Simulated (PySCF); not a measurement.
# Ionisation energy of Sm⁺ by level of theory

Sm⁺ [Xe] 4f6 6s1 (8F) → Sm²⁺ [Xe] 4f6 (7F), as a difference of total energies. Calculation: PySCF 2.14, in ANO-RCC-VTZP (8s7p5d3f2g1h, 104 functions); the spin-free X2C one-electron Hamiltonian (Gaussian nucleus). Correlated levels: valence: [Kr] 4d10 frozen; valence and next inner shell: [Ar] 3d10 frozen. The calculations carry no spin-orbit coupling.

| method | ionisation energy (eV) |
| --- | --- |
| UHF | 10.309 |
| LDA | 11.589 |
| PBE | 11.395 |
| PBE0 | 11.158 |
| r2SCAN | 11.137 |
| MP2 (valence) | 11.047 |
| SCS-MP2 (valence) | 10.836 |
| MP2 (valence and next inner shell) | 11.118 |
| SCS-MP2 (valence and next inner shell) | 10.907 |

Q: How much does correlation contribute at MP2 (valence and next inner shell)?

A: 11.118 − (10.309) = 0.809 eV, measured against UHF.

A first-order spin-orbit estimate (lowest level to lowest level, LS coupling) adds -0.012 eV.

Errors of the correlated levels include the incompleteness of this basis and the frozen core.

For comparison: 11.078 ± 0.02 eV (semi-empirical (NIST evaluation); NIST Atomic Spectra Database, ionization energies).
